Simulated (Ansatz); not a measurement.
Stepwise reaction of `[Br][In]([Br])[Br]` with hydrogen chloride, as a gas-phase model of exchange steps in deposition or etching. ΔE in kJ/mol; ΔG adds harmonic PBE0-D4 terms to CCSD(T)/CBS, at 1 bar.

Program: Ansatz. Geometries: PBE0-D4/def2-TZVP. ΔE: electronic, gas phase. CCSD(T)/CBS is the MP2 limit (def2-TZVPP, def2-QZVPP) plus CCSD(T) − MP2 in def2-TZVPP, frozen cores. This one scheme is used for every species. DFT in def2-TZVPP. B3LYP here is the variant with VWN-RPA as its local correlation; programs differ in this. Elements past krypton have def2 core potentials. For Br, In outer-core shells are correlated without core-valence functions, which leaves a few kJ/mol of doubt a bond. Scalar relativity is left out up to krypton.

```
step                                                 reaction  PBE-D4  B3LYP-D4  ωB97M-V  CCSD(T)/CBS  ΔG(400 K)
   1  `[Br][In]([Br])[Br]` + HCl → `[Cl][In]([Br])[Br]` + HBr    19.3      19.6     18.7         21.7       16.3
   2  `[Cl][In]([Br])[Br]` + HCl → `[Cl][In]([Cl])[Br]` + HBr    19.4      19.7     18.8         21.8       20.0
   3  `[Cl][In]([Cl])[Br]` + HCl → `[Cl][In]([Cl])[Cl]` + HBr    19.5      19.7     19.0         22.0       23.8
```

Task: By hand: ΔE of the 3 steps together at CCSD(T)/CBS.

Result: (21.7) + (21.8) + (22.0) = 65.5 kJ/mol, or 21.8 kJ/mol a step.

In ΔE the steps differ by no more than 0.3 kJ/mol. All are uphill at CCSD(T)/CBS. ΔG lies between 16.3 and 23.8 kJ/mol a step. PBE-D4 differs from CCSD(T)/CBS by -2.5 to -2.4 kJ/mol a step. Isolated molecules leave out the surface, adducts and barriers. Largest T1 diagnostic: 0.012.
